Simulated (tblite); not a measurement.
Species: C5H6BrN3.
Bonds: Br1–C2, C2–N3 (aromatic), N3–N4 (aromatic), N4–N5 (aromatic), N5–C6 (aromatic), C6–C7, C7–C8, C8–C9, C2–C6 (aromatic), C7–C9. Hydrogens: H10 on N4; H11 on C7; H12, H13 on C8; H14, H15 on C9.

Computed with GFN2-xTB (tblite), gas phase: L-BFGS steps from a force-field or distance-geometry start until the largest atomic force falls under 0.01 eV/Å.

Step 52: E = -723.0690 eV
```
atom  x, y, z in Å  |  force x, y, z in eV/Å
Br1     1.1802    2.9803   -1.1108   -0.087  -0.048  -0.023
C2      1.4854    1.2356   -0.5249    0.012  -0.065  -0.031
N3      2.7139    0.7832   -0.3332   -0.020  -0.095   0.098
N4      2.5362   -0.4453    0.0949   -0.052   0.033   0.012
N5      1.2804   -0.8290    0.1938   -0.004   0.006  -0.048
C6      0.5588    0.2106   -0.2029    0.038   0.014   0.020
C7     -0.9001    0.2425   -0.2733    0.003   0.015   0.034
C8     -1.7112   -0.1267    0.9482    0.050   0.045  -0.056
C9     -1.6899   -1.0403   -0.2300    0.036   0.107  -0.007
H10     3.3015   -1.0530    0.3444    0.014   0.034  -0.026
H11    -1.2765    1.0515   -0.8869   -0.003   0.027  -0.005
H12    -1.1684   -0.4047    1.8390   -0.020  -0.052  -0.045
H13    -2.6026    0.4547    1.1315    0.013  -0.037   0.044
H14    -2.5757   -1.0866   -0.8453    0.019  -0.050  -0.013
H15    -1.1363   -1.9647   -0.1664    0.001   0.066   0.045
```

Step 53: E = -723.0720 eV
```
atom  x, y, z in Å  |  force x, y, z in eV/Å
Br1     1.1813    2.9595   -1.1732   -0.079  -0.039  -0.025
C2      1.4871    1.2300   -0.5457   -0.010  -0.068  -0.026
N3      2.7144    0.7796   -0.3432   -0.020  -0.087   0.101
N4      2.5342   -0.4375    0.1156   -0.011   0.020   0.011
N5      1.2771   -0.8158    0.2239    0.029   0.001  -0.043
C6      0.5579    0.2159   -0.1977    0.077  -0.035   0.021
C7     -0.9002    0.2482   -0.2624    0.016   0.061  -0.009
C8     -1.7033   -0.1453    0.9534   -0.007   0.026  -0.013
C9     -1.6973   -1.0310   -0.2467    0.049   0.075   0.016
H10     3.3032   -1.0373    0.3791   -0.054   0.051  -0.038
H11    -1.2766    1.0731   -0.8540   -0.013   0.030  -0.019
H12    -1.1567   -0.4485    1.8339   -0.015  -0.057  -0.058
H13    -2.5886    0.4375    1.1596    0.000  -0.039   0.035
H14    -2.5871   -1.0586   -0.8593    0.051  -0.040   0.013
H15    -1.1498   -1.9617   -0.2051   -0.013   0.100   0.035
```

Step 54: E = -723.0768 eV
```
atom  x, y, z in Å  |  force x, y, z in eV/Å
Br1     1.1811    2.9244   -1.2593   -0.062  -0.008  -0.036
C2      1.4918    1.2189   -0.5750   -0.039  -0.030  -0.017
N3      2.7175    0.7706   -0.3594   -0.062  -0.061   0.082
N4      2.5311   -0.4280    0.1422   -0.013  -0.015   0.018
N5      1.2712   -0.7954    0.2670    0.098  -0.042  -0.021
C6      0.5571    0.2247   -0.1873    0.076  -0.038  -0.008
C7     -0.9010    0.2627   -0.2455    0.004   0.071  -0.020
C8     -1.6968   -0.1706    0.9594   -0.044   0.021  -0.004
C9     -1.7027   -1.0152   -0.2694    0.093   0.087   0.060
H10     3.3007   -1.0201    0.4209   -0.074   0.032  -0.030
H11    -1.2805    1.1099   -0.8020   -0.005   0.027  -0.052
H12    -1.1463   -0.5059    1.8230    0.027  -0.081  -0.007
H13    -2.5767    0.4073    1.1954   -0.038  -0.020   0.022
H14    -2.5959   -1.0297   -0.8755    0.029  -0.003  -0.012
H15    -1.1550   -1.9455   -0.2563    0.009   0.060   0.025
```

Step 55: E = -723.0801 eV
```
atom  x, y, z in Å  |  force x, y, z in eV/Å
Br1     1.1716    2.8808   -1.3648   -0.020  -0.063  -0.009
C2      1.4950    1.2042   -0.6105   -0.062  -0.037   0.023
N3      2.7198    0.7625   -0.3754   -0.047  -0.060   0.061
N4      2.5310   -0.4145    0.1762    0.009   0.014   0.004
N5      1.2715   -0.7733    0.3186    0.013   0.013  -0.047
C6      0.5587    0.2305   -0.1764    0.039  -0.040  -0.032
C7     -0.9008    0.2793   -0.2277    0.003   0.038   0.019
C8     -1.6872   -0.1999    0.9664   -0.022  -0.016   0.037
C9     -1.7106   -0.9938   -0.2967    0.054   0.082   0.073
H10     3.2983   -0.9990    0.4787   -0.081   0.060  -0.045
H11    -1.2836    1.1521   -0.7435    0.038  -0.023  -0.052
H12    -1.1267   -0.5794    1.8084   -0.017  -0.037  -0.073
H13    -2.5604    0.3730    1.2409   -0.012  -0.044  -0.002
H14    -2.6122   -0.9862   -0.8944    0.100   0.028   0.025
H15    -1.1687   -1.9282   -0.3216    0.006   0.087   0.018
```

Task: Estimate the geometry and energy of step 56. (The exact step hangs on the optimiser's Hessian estimate; all steps are aligned on step 55, rigid shifts and turns removed.)

Result: E = -723.0779 eV, largest force 0.316 eV/Å
```
atom  x, y, z in Å  |  force x, y, z in eV/Å
Br1     1.1423    2.8545   -1.3684    0.018   0.085  -0.074
C2      1.4950    1.1924   -0.6119   -0.014   0.128  -0.001
N3      2.7203    0.7567   -0.3674    0.048   0.258  -0.133
N4      2.5323   -0.4126    0.1819   -0.005  -0.165   0.086
N5      1.2756   -0.7730    0.3194   -0.088  -0.281   0.116
C6      0.5619    0.2259   -0.1766   -0.136  -0.027  -0.064
C7     -0.8986    0.2861   -0.2285    0.120   0.056   0.004
C8     -1.6831   -0.1966    0.9602   -0.054   0.023   0.244
C9     -1.7092   -0.9799   -0.2999   -0.055  -0.130  -0.105
H10     3.2992   -0.9930    0.4849   -0.009  -0.023   0.001
H11    -1.2818    1.1593   -0.7352    0.039   0.083  -0.124
H12    -1.1203   -0.5857    1.7916    0.038  -0.062   0.061
H13    -2.5568    0.3668    1.2443   -0.054   0.028   0.011
H14    -2.6151   -0.9837   -0.8898    0.086   0.074  -0.022
H15    -1.1659   -1.9092   -0.3264    0.067  -0.047   0.002
```

The energy changes by +0.0022 eV. The first-order estimate −F·Δx gives -0.0073 eV and the mean of the old and new forces, exact on a quadratic surface, +0.0022 eV. The step makes an angle of 65° with the force vector and moves no atom by more than 0.040 Å. The energy falls at the start of this step and ends higher, so the step passed the lowest point of its straight line.
